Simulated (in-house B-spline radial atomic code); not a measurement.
A run on Sb II (Sb+) (an excited or competing configuration) that did not converge. Method: scalar-relativistic (X2C) wB97X, spin-polarised, spherical fractional occupations, exact exchange averaged over the configuration, Fermi nucleus of rms radius 4.6802 fm; computed with a B-spline radial code for spherical atoms.

Command:
```bash
python run_scf.py task.json out
```
Settings (nuclear radius in fm, mass in u):
```
Z                51
configuration    [Ar] 3d10 4s2 4p5 4d10 5s2 5p2 6d1
hamiltonian      x2c
method           wb97x
spin_polarised   True
nucleus          fermi
rms_radius       4.6802
atomic_mass      120.90381
speed_of_light   137.035999084
exact_exchange   averaged over the configuration
```

First and last ten iterations of the last attempt (damped for 15 steps, keeping 80 % of the old Fock matrix, then DIIS):
```
 iter        energy (Eh)    residual
    1       -6472.084130    4.76e-01
    2       -6474.293365    2.68e-01
    3       -6475.466192    1.70e-01
    4       -6476.000862    1.11e-01
    5       -6476.239327    7.22e-02
    6       -6476.344025    4.73e-02
    7       -6476.389520    3.07e-02
    8       -6476.409197    1.97e-02
    9       -6476.417681    1.47e-02
   10       -6476.421438    1.12e-02
  111       -6476.424757    1.39e-06
  112       -6476.424757    1.37e-06
  113       -6476.424757    1.23e-06
  114       -6476.424757    8.16e-06
  115       -6476.424757    2.10e-06
  116       -6476.424757    1.79e-05
  117       -6476.424757    1.51e-05
  118       -6476.424757    1.37e-04
  119       -6476.424757    2.43e-06
  120       -6476.424757    2.12e-06
 not converged after 120 iterations
```

The smallest residual met was 1.2e-06; the threshold is about 5e-07. Over the last five steps the energy moves by less than 1e-08 hartree, but the orbitals didn't meet the threshold. Time taken, with all properties: 24 s on 1 thread of Intel(R) Xeon(R) Platinum 8488C, with other jobs on the host.
